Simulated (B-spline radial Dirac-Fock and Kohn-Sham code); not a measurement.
Z = 47 (silver), transition energy 114 keV. These are calculated numbers from a radial B-spline solver; the model is a Dirac-Hartree-Slater potential of the neutral atom with a Latter tail (no hole, which puts coefficients of high multipoles low close above an edge), finite nucleus with surface currents. Subshells that would emit electrons below 1 keV are left out.

Problem. A pure transition shows α(K) = 25.0, L1/L2 = 0.0886 and L1/L3 = 0.0868. What is its multipolarity?
A. M3
B. M2
C. E3
D. E1
E. M4
F. M1
G. E2
H. E4

Solution. H. For comparison, α(K), L1/L2, L1/L3 are E1 0.0960, 11.0, 7.52; E2 0.708, 1.48, 1.24; E3 4.29, 0.301, 0.280; M1 0.254, 16.1, 56.4; M2 2.22, 9.34, 8.64; M3 16.1, 6.06, 2.19; M4 114, 4.38, 0.985.
